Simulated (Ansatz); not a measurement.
Geometry optimisation, UKS PBE-D4/6-31G* in Ansatz.

Input file:

```yaml
crystal:
  periodic: [false, false, false]
  atoms:
    - { symbol: Si, position_ang: [0.0, 0.0, 0.0] }
    - { symbol: H, position_ang: [0.0, 0.0, 1.71] }
    - { symbol: "N", position_ang: [1.7163, 0.0, -0.6061] }
    - { symbol: H, position_ang: [2.2145, -0.918, -0.7868] }
    - { symbol: H, position_ang: [2.2175, 0.918, -0.7783] }
    - { symbol: "N", position_ang: [-0.8572, 1.4851, -0.6061] }
    - { symbol: H, position_ang: [-1.8773, 1.43, -0.8888] }
    - { symbol: H, position_ang: [-0.3367, 2.4058, -0.6766] }
    - { symbol: "N", position_ang: [-0.8572, -1.4851, -0.6061] }
    - { symbol: H, position_ang: [-1.3922, -2.1014, 0.0704] }
    - { symbol: H, position_ang: [-0.8219, -1.7344, -1.6357] }
    - { symbol: Si, position_ang: [0.0, 0.0, 3.47] }
    - { symbol: H, position_ang: [-0.7436, -1.1581, 3.9574] }
    - { symbol: H, position_ang: [1.3747, -0.0649, 3.9574] }
    - { symbol: H, position_ang: [-0.6311, 1.223, 3.9574] }
magnetization:
  spin_polarized: true
  initial_magnetization: 1
basis:
  gaussian: { orbitals: "6-31G*" }
hamiltonian:
  xc: pbe
  dispersion: d4
relax:
  f_tol: 0.15
  max_steps: 25
  restrain:
    - { distance: [1, 11], at: 1.46, k: 30.0 }
    - { distance: [0, 1], at: 2.66, k: 30.0 }
```

Run as:

```bash
$ ansatz run input.yaml --threads 4 --pin off --max-ram 5120MiB --backend cpu --events-out ev --progress --plain --runs-dir out
```

Where does it end, and by what steps?

The run converged. The restraints hold the end off the free minimum; the threshold counts their pulls, which the force column leaves out. Restrained pairs: H2–Si12 (1.76 → 1.48 Å), Si1–H2 (1.71 → 2.66 Å). After 12 steps the energy has fallen by 0.963 eV (the restraints' own energy left out); H5 moved furthest, 0.81 Å.

| step | energy less start (eV) | largest force component (eV/Å) | accepted |
| --- | --- | --- | --- |
| 0 | 0.0000 | 2.174 | yes |
| 1 | -0.1856 | 1.223 | yes |
| 2 | 0.0758 | 2.907 | yes |
| 3 | -0.3819 | 2.079 | yes |
| 4 | -0.7920 | 0.707 | yes |
| 5 | -0.8568 | 0.692 | yes |
| 6 | -0.8858 | 0.643 | yes |
| 7 | -0.9304 | 0.618 | yes |
| 8 | -0.9032 | 0.932 | no |
| 9 | -0.9447 | 0.627 | yes |
| 10 | -0.9560 | 0.619 | yes |
| 11 | -0.9540 | 0.652 | no |
| 12 | -0.9627 | 0.637 | yes |

```xyz
15
Properties=species:S:1:pos:R:3
Si 0.021 -0.002 -0.307
H 0.020 -0.057 2.358
N 1.595 -0.142 -1.089
H 2.341 -0.612 -0.571
H 1.952 0.719 -1.512
N -0.669 1.498 -0.932
H -1.654 1.417 -1.202
H -0.534 2.346 -0.377
N -0.988 -1.305 -0.930
H -1.558 -1.828 -0.264
H -0.491 -1.951 -1.550
Si 0.000 -0.030 3.838
H -0.762 -1.208 4.374
H 1.397 -0.074 4.384
H -0.663 1.229 4.318
```

The run took 23 s on 4 threads of Arm Neoverse V2 (shared host), peak memory 0.2 GiB.
